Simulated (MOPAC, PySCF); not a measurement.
C2H6O2Si, SMILES `O(C(C)=O)[SiH3]` (O–C–O–Si torsion 0°), neutral singlet in the gas phase. 

Cartesian coordinates (Å):
```xyz
11

C     -1.9675    -0.1613    -0.0448
C     -0.5711     0.2887     0.2688
O     -0.2753     1.1916     1.0107
O      0.3664    -0.4352    -0.3810
Si     2.0012    -0.0592    -0.1416
H     -2.6839     0.4482     0.4981
H     -2.0830    -1.2113     0.2276
H     -2.1444    -0.0843    -1.1185
H      2.2887     1.3143    -0.5950
H      2.3746    -0.2497     1.2722
H      2.6945    -1.0418    -0.9964
```
Charge 0, spin multiplicity 1.

All levels are single points at this geometry (B3LYP-D3(BJ)/def2-TZVP); Pople sets use spherical d functions. Orbital energies aren't observables, and empty levels follow the basis.

```csv
level,HOMO (eV),LUMO (eV),gap (eV),dipole (D),"vertical IE, Delta-SCF (eV)"
TPSSh-D3(BJ)/def2-TZVP in PySCF,-7.33,-0.61,6.72,1.84,10.36
B3LYP/6-31G* in PySCF,-7.63,0.02,7.66,1.69,10.40
B3LYP/LANL2DZ in PySCF,-7.90,-0.28,7.62,1.63,–
BP86/6-31G* in PySCF,-6.33,-0.95,5.38,1.65,–
M06-2X/6-31G* in PySCF,-9.65,1.34,10.99,1.68,–
SVWN5/6-31G* in PySCF,-6.37,-1.07,5.30,1.67,–
HF/3-21G in PySCF,-12.19,4.20,16.39,1.69,–
PM3 in MOPAC,-10.69,0.64,11.33,1.72,–
PM6 in MOPAC,-11.25,-0.27,10.98,2.02,–
```
